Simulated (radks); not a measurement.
Pd II, configuration [Kr] 4d8 5p1 (not the ground configuration). Method: Dirac Kohn-Sham, PBE, spin-unpolarised, spherical densities, point nucleus; open shells are shared between the two j in proportion to 2j + 1; computed with a radial shooting solver on a logarithmic mesh with Libxc functionals.

Spin-orbit splittings of the eigenvalues, e(l+1/2) - e(l-1/2), with zeta = 2 splitting/(2l+1) and mean radii in bohr:

shell	occ.	splitting (eV)	zeta (eV)	<r> j=l-1/2	<r> j=l+1/2
2p	6	159.4	106.3	0.1171	0.1221
3p	6	27.78	18.52	0.3712	0.3820
3d	10	5.540	2.216	0.3556	0.3591
4p	6	4.509	3.006	1.013	1.043
4d	8	0.5197	0.2079	1.380	1.398
5p	1	0.3071	0.2047	3.445	3.549
